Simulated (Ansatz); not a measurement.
Correlation energies of CH6OSSiSn, SMILES `C[S][Sn][O][SiH3]` by basis set

```xyz
11

C     1.106    1.039    1.697
S    -0.566    1.313    2.344
Sn   -2.077    0.312    0.749
O    -0.662   -0.326   -0.502
Si   -0.558   -1.133   -1.915
H     1.070    0.496    0.753
H     1.583    2.007    1.549
H     1.672    0.467    2.432
H     0.230   -2.382   -1.738
H    -1.910   -1.505   -2.427
H     0.112   -0.289   -2.942
```

The species carries charge 0 and has multiplicity 1. Correlated methods include outer-core shells of Sn, which these sets cover unevenly. Sn takes the def2 core potential. The structure was optimised at the PBE0-D4/def2-TZVP level. It is one conformer, not always the lowest. Frozen core, restricted reference, Ansatz.

```csv
basis,HF (Eh),MP2 corr.,CCSD corr.,(T),CCSD(T) total
def2-SVP,-1015.81930,-0.65156,?,?,?
def2-TZVPP,?,-1.02413,-1.05972,?,?
def2-QZVPP,-1016.24551,-1.29330,–,–,–
```

(1) Fill in the withheld values. (Best estimate.)

## Answers

(1) The calculation gave: def2-SVP CCSD corr.: -0.70970; def2-SVP (T): -0.02179; def2-SVP CCSD(T) total: -1016.55079; def2-TZVPP HF (Eh): -1016.21699; def2-TZVPP (T): -0.04176; def2-TZVPP CCSD(T) total: -1017.31847.
